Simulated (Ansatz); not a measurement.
Mulliken charges of `C[N]=[Mo]([F])([F])([Cl])[Cl]` from ωB97M-V/def2-TZVPP in Ansatz (PBE0-D4/def2-TZVP geometry).

| atom | x (Å) | y (Å) | z (Å) | charge (e) |
| --- | --- | --- | --- | --- |
| C1 | 0.374 | -1.726 | 0.044 | -0.179 |
| N2 | 0.035 | -0.360 | -0.062 | -0.391 |
| Mo3 | -0.322 | 1.271 | -0.115 | 1.281 |
| F4 | -2.144 | 1.355 | -0.471 | -0.358 |
| F5 | -0.130 | 1.747 | -1.901 | -0.358 |
| Cl6 | -0.860 | 1.695 | 2.068 | -0.219 |
| Cl7 | 1.742 | 2.203 | 0.221 | -0.219 |
| H8 | 1.462 | -1.833 | 0.001 | 0.148 |
| H9 | 0.007 | -2.118 | 0.997 | 0.148 |
| H10 | -0.080 | -2.284 | -0.779 | 0.149 |

Question: By hand: the dipole of these point charges (1 e Å = 4.8032 D).

Answer: Σ q r = (0.333, -0.811, 0.249) e Å, of length 0.911 e Å = 4.38 D.

Question: How does the dipole of the full density compare? (Best estimate.)

Answer: Computed: (0.231, -0.950, 0.065) e Å, 4.71 D; the point charges give 0.93 times that, at 15° from its direction.

Point charges leave out the atoms' own dipoles, such as those of lone pairs, and Mulliken's split depends on the basis, so the close match here is no proof of good charges.
